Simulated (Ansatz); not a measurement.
Two members of one family (Ge nanocrystals, cubic, H-capped), computed with Ansatz in the gas phase. The two geometries come from different levels. Binding counts from free atoms in the multiplicity of their measured ground term, without zero-point energy. Sets without diffuse functions give affinities that are too small. A dash marks a value that wasn't run or was left out as unsound. The structures are stationary points that may keep the symmetry of their start. Remarks come from the PBE and PBE0 runs and from stability tests at other levels; not every state was tested. A HOMO above zero means that the electron is unbound at that level and held by the basis, or that self-interaction error raises the level; the energy of removing that electron tells which. HOMO above LUMO (over both spins in singlets and doublets, within one spin in higher multiplets; at PBE or PBE0), or a gap under 0.15 eV within one spin, warns that the state may not be the lowest or that an electron is smeared out.

First: Ge23H32 (singlet, charge 0, PBE-D4/def2-SVP geometry).

Cartesian coordinates in Å:
```
Ge -0.3955 -3.6762 3.1944
Ge 4.6295 0.3896 1.3071
Ge 2.9777 0.4294 -2.8677
Ge -2.1379 -3.6797 -0.4869
Ge -0.3778 -1.6344 -3.4201
Ge 1.2728 -1.6353 0.1964
Ge -0.4124 0.3944 3.1910
Ge 1.2059 2.3744 0.1792
Ge -2.1834 0.3476 -0.4510
Ge -0.3864 2.3270 -3.5360
Ge -2.3446 4.4054 -0.0707
Ge 3.2691 -1.6162 1.6201
Ge -0.0364 -3.6327 0.7704
Ge -1.4821 -1.6438 4.0181
Ge 1.7567 -1.5900 -2.2065
Ge 3.2867 2.4285 1.4808
Ge 1.6800 2.4055 -2.2240
Ge -1.6237 -3.6721 -2.8803
Ge -3.4774 -1.6894 -0.0051
Ge -1.6849 0.3656 -2.8520
Ge -0.0549 0.3480 0.7668
Ge -0.0888 4.3410 0.8704
Ge -3.5051 2.2809 0.2711
H -1.2626 -4.9129 3.5761
H 0.9842 -3.8326 3.9012
H 5.7574 0.4267 2.3829
H 5.3121 0.3281 -0.0875
H 3.1509 0.4226 -4.4173
H 4.3970 0.4609 -2.2298
H -2.9407 -4.9690 -0.1157
H -0.0693 -1.5932 -4.9525
H 0.9769 0.5580 3.8753
H -1.2681 1.6402 3.5682
H -0.0173 2.1780 -5.0449
H -1.2121 3.6368 -3.3734
H -2.2698 4.7121 -1.5907
H -3.1562 5.5517 0.6031
H 4.1163 -2.9002 1.3725
H 2.7758 -1.6627 3.0981
H 0.7949 -4.8950 0.3725
H -1.4505 -1.6478 5.5758
H -2.9735 -1.6401 3.5791
H 2.5857 -2.8596 -2.5832
H 4.1359 3.6570 1.0326
H 2.9040 2.6474 2.9750
H 2.4811 3.7016 -2.5695
H -0.7779 -4.9253 -3.2530
H -2.9398 -3.7144 -3.7124
H -4.7357 -1.6797 -0.9278
H -3.9738 -1.6956 1.4704
H -3.0336 0.3196 -3.6399
H -0.2021 4.2993 2.4238
H 0.6887 5.6370 0.4921
H -3.7853 2.1009 1.7943
H -4.8798 2.2828 -0.4607
```

```tsv
level	HOMO (eV)	LUMO (eV)	gap (eV)	vertical IE (eV)	vertical EA (eV)	vertical triplet (eV)	binding per atom (eV)
PBE-D4/def2-SVP	-5.90	-1.92	3.98	7.34	0.67	3.90	2.92
PBE-D4/def2-TZVP	-5.94	-2.02	3.92	–	–	–	2.91
r2SCAN-D4/def2-SVP	-6.15	-1.81	4.34	–	–	–	2.94
PBE0-D4/def2-SVP	-6.81	-1.26	5.55	7.80	0.44	4.48	2.92
PBE0-D4/def2-TZVP	-6.81	-1.32	5.48	–	–	–	2.92
```

Remarks: gap within one spin near zero at PBE or PBE0 (+1 doublet), HOMO above zero (-1 doublet), gap within one spin near zero at PBE or PBE0 (-1 doublet), gap within one spin near zero at PBE or PBE0 (triplet).

Second: Ge24H32 (singlet, charge 0, r2SCAN-D4/def2-SVP geometry).

```xyz
56

Ge    1.1544   -0.2750   -4.5986
Ge   -0.1631    4.9245   -0.5295
Ge   -3.2288    2.3175    1.5718
Ge   -1.4282   -2.7138   -2.8032
Ge   -3.5646   -1.4111    0.2597
Ge   -1.0186    1.0485   -1.5333
Ge    2.8923    0.4893   -1.0987
Ge    0.7058    1.7769    1.9755
Ge    0.3407   -1.9717    0.6984
Ge    2.4939   -3.2547   -2.3961
Ge   -1.8884   -0.6643    3.7759
Ge    2.6072   -1.2411    4.0279
Ge   -0.5198    3.3042   -2.3027
Ge   -1.0052   -0.4154   -3.4865
Ge    2.9104   -0.9515   -3.0577
Ge   -3.1735    0.9023   -0.4054
Ge    1.2056    4.0586    1.2811
Ge   -1.4573    1.6294    3.0902
Ge   -3.5839   -2.8615   -1.6907
Ge    0.3392   -3.4055   -1.2770
Ge   -1.8207   -2.1046    1.8179
Ge    0.7294    0.3352    0.0107
Ge    2.5266    1.1190    3.4554
Ge    2.1761   -2.6893    2.1267
H     1.1627   -1.2169   -5.8209
H     1.4077    1.1577   -5.1069
H     0.5424    6.1609   -1.1264
H    -1.5219    5.3894    0.0251
H    -4.5975    2.1695    2.2707
H    -3.0543    3.8005    1.1844
H    -1.4059   -3.6276   -4.0517
H    -4.9303   -1.4885    0.9866
H     3.1570    1.9526   -1.5068
H     4.0049    0.0710   -0.1154
H     2.4815   -4.1476   -3.6547
H     3.6192   -3.7597   -1.4721
H    -3.2832   -0.7559    4.4316
H    -0.8461   -1.1144    4.8195
H     1.5888   -1.5383    5.1431
H     4.0110   -1.5604    4.5838
H    -1.6517    3.7837   -3.2357
H     0.7687    3.2274   -3.1496
H    -2.1255    0.0438   -4.4528
H     4.2818   -0.8599   -3.7686
H    -4.2801    1.3349   -1.3982
H     1.0965    4.9980    2.5019
H     2.6783    4.0816    0.8193
H    -1.4382    2.5546    4.3302
H    -4.7094   -2.4294   -2.6525
H    -3.8606   -4.3161   -1.2572
H     0.0818   -4.8637   -0.8260
H    -2.0721   -3.5753    2.2320
H     3.8467    1.4822    2.7421
H     2.4601    1.9588    4.7484
H     3.4491   -2.7282    1.2547
H     1.9095   -4.1303    2.6104
```

Question: What does the change do? Estimate second minus first.

Answer: 
| level | Δ HOMO (eV) | Δ LUMO (eV) | Δ gap (eV) | Δ vertical IE (eV) | Δ vertical EA (eV) | Δ vertical triplet (eV) | Δ binding per atom (eV) |
| --- | --- | --- | --- | --- | --- | --- | --- |
| PBE-D4/def2-SVP | 0.04 | 0.06 | 0.02 | -0.04 | -0.05 | 0.02 | 0.02 |
| PBE-D4/def2-TZVP | 0.04 | 0.06 | 0.02 | – | – | – | 0.02 |
| r2SCAN-D4/def2-SVP | 0.04 | 0.05 | 0.01 | – | – | – | 0.02 |
| PBE0-D4/def2-SVP | 0.04 | 0.04 | 0.00 | -0.04 | -0.04 | 0.04 | 0.02 |
| PBE0-D4/def2-TZVP | 0.04 | 0.04 | 0.00 | – | – | – | 0.02 |

Remarks: gap within one spin near zero at PBE or PBE0 (+1 doublet), HOMO above zero (-1 doublet), gap within one spin near zero at PBE or PBE0 (-1 doublet), gap within one spin near zero at PBE or PBE0 (triplet).
